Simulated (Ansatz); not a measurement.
Cost and result for the atomization energy of CH₃ClIn (`[CH3][In][Cl]`) radical (6 atoms, 5 bonds).

The species carries charge 0 and has multiplicity 2. Correlated methods include outer-core shells of In, which these sets cover unevenly. In takes the def2 core potential. All single points use the PBE0-D4/def2-TZVP geometry. Program: Ansatz. All runs use 2 threads of a server CPU on a shared host. Times are those of one run each, without the atoms' runs, and a repeat can differ threefold. Electronic energies, without spin–orbit coupling; frozen cores. CCSD(T)/CBS adds CCSD(T) − MP2 in def2-TZVPP to the MP2 limit, and its time is that of the two runs behind it. T1 = 0.016; ⟨S²⟩ of the reference is 0.78. With those shells the extrapolation isn't a true limit. HSE06 is the plane-wave form, built on full-range PBE exchange.

CCSD(T)/CBS is a level of theory with its own doubt, some kJ/mol a heavy atom from the limit and from the frozen cores, so smaller differences don't rank the functionals.

```csv
level,functions,wall time,atomization (kcal/mol),difference from CCSD(T)/CBS,per bond
LDA (SPW92)/def2-TZVPP,165,2.2 s,488.1,56.7,11.4
revPBE-D4/def2-TZVPP,165,3.5 s,426.9,-4.5,-0.9
PBE0-D4/def2-TZVPP,165,5.5 s,432.3,0.9,0.2
HSE06-D4/def2-TZVPP,165,6 s,432.6,1.2,0.3
B2PLYP/def2-TZVPP,165,7.5 s,424.2,-7.2,-1.4
CCSD(T)/def2-SVP,73,7.5 s,404.5,-26.9,-5.4
r2SCAN-D4/def2-TZVPP (with forces),165,9.5 s,435.5,4.1,0.8
r2SCANh-D4/def2-TZVPP,165,10 s,433.2,1.8,0.4
B97M-V/def2-TZVPP,165,16 s,433.9,2.5,0.5
ωB97M-V/def2-TZVPP (with forces),165,18 s,431.5,0.1,0.0
MP2/def2-QZVPP,299,19 s,430.5,-0.9,-0.2
CCSD(T)/def2-TZVPP,165,3.1 min,420.5,-10.9,-2.2
CCSD(T)/CBS(def2),–,3.4 min,431.4,0.0,0.0
```

From BLYP to BHLYP (50 % exact exchange), in def2-TZVPP and without D4, the atomization energy moves by −4.5 kcal/mol: exact exchange takes away binding that semilocal exchange gives to molecules. The D4 term adds +4.3 kcal/mol with B3LYP and +2.2 kcal/mol with PBE0; it sums over pairs of atoms, weighted by their polarisabilities, and B3LYP, whose exchange is more repulsive, gets the larger term. Leaving LDA and LC-ωPBE aside and taking each functional with its dispersion term where it has one, the values, not all of them listed here, spread over 17.2 kcal/mol, from BHLYP-D4 to PBE-D4. LDA lies +53.5 kcal/mol from PBE without D4, its usual overbinding.

B3LYP here is the variant with VWN-RPA as its local correlation; programs differ in this.

Spin–orbit coupling would lower the free In atoms strongly, and the atomization energy with them, by more than many differences here.
